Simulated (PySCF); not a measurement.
In(NH2)3 (H6InN3), SMILES [NH2][In]([NH2])[NH2].

The structure is a stationary point at B3LYP-D3(BJ)/def2-SVP. The structure was generated by enumeration; whether it is a known compound was not checked. The def2 effective core potentials stand for the cores of In; spin–orbit coupling is left out. The values are those of a single conformer.

Two levels are set side by side: TDDFT-PBE/def2-SVPD (PySCF) and TDDFT-CAM-B3LYP/def2-SVPD (PySCF). Vertical, same geometry. The lowest singlet is HOMO→LUMO 96 % with PBE and HOMO→LUMO 89 % with the other functional; states are paired by order. Differences are taken from unrounded values.

```json
[
 {"quantity": "lowest singlet excitation (eV)", "TDDFT-CAM-B3LYP": "4.92", "TDDFT-PBE": "3.95", "TDDFT-PBE minus TDDFT-CAM-B3LYP": "-0.98"},
 {"quantity": "lowest triplet excitation (TDA) (eV)", "TDDFT-CAM-B3LYP": "4.31", "TDDFT-PBE": "3.50", "TDDFT-PBE minus TDDFT-CAM-B3LYP": "-0.81"},
 {"quantity": "first bright state (f over 0.05) (eV)", "TDDFT-CAM-B3LYP": "5.61", "TDDFT-PBE": "4.57", "TDDFT-PBE minus TDDFT-CAM-B3LYP": "-1.03"},
 {"quantity": "its oscillator strength", "TDDFT-CAM-B3LYP": "0.13", "TDDFT-PBE": "0.05", "TDDFT-PBE minus TDDFT-CAM-B3LYP": "-0.08"}
]
```

A lower first singlet is the usual sign of a functional without exact exchange. Differences between two approximate levels are no errors against the true value.

Rough cost on one machine, each run with all the roots and properties that it gave: TDDFT-CAM-B3LYP against TDDFT-PBE about 6 times.
